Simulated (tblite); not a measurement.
Problem. What does the GFN2-xTB structure of `C1(CCl)=CC(C=C1C)=C` look like in three dimensions?

Solution. 
```xyz
18
C8H9Cl angstrom
C      2.8854   -1.0662   -0.1668
C      1.6370   -0.5997   -0.2489
C      1.2137    0.7809   -0.4584
C     -0.1314    0.8280   -0.4692
C     -1.0128    2.0108   -0.6428
C     -0.6411   -0.5396   -0.2688
C     -2.0784   -0.8851   -0.1986
Cl    -2.7443   -0.4050    1.4099
C      0.4059   -1.3774   -0.1341
H      3.7396   -0.4161   -0.2590
H      3.0863   -2.1121   -0.0033
H      1.8935    1.6033   -0.5774
H     -1.6224    1.9049   -1.5409
H     -0.4205    2.9182   -0.7278
H     -1.6869    2.1050    0.2080
H     -2.2401   -1.9586   -0.2873
H     -2.6700   -0.3464   -0.9380
H      0.3777   -2.4387    0.0271
```

Any rigid rotation of these coordinates is as good. Atoms count from 1 in this order. The 5-membered ring C2–C3–C4–C6–C9 has internal angles of 105.7° to 108.9° (sum 540°, against 540° for a flat polygon); it is planar, 0.00 Å rms from its mean plane, widest ring torsion 0°. The 8 C–C bonds span 1.335 Å (C1=C2, drawn double) to 1.485 Å (C4–C5, drawn single), a spread of 0.150 Å. Of the pairs four or more bonds apart, C5···H17 is among the closest relative to their van der Waals radii: 2.90 Å, 100 % of the sum of Bondi's values.

Bonds between heavy atoms (Å): C1=C2 1.335, C2–C3 1.459, C3=C4 1.346, C4–C5 1.485, C4–C6 1.473, C6–C7 1.480, C7–Cl8 1.806, C6=C9 1.348, C2–C9 1.461.

The geometry is computed with GFN2-xTB (gas phase).

Point group: C1 (no symmetry element, even within 0.4 Å). Its GFN2-xTB frequencies are all real (lowest 50 cm⁻¹). One conformer, not necessarily the lowest (C4–C6–C7–Cl8 -76°).
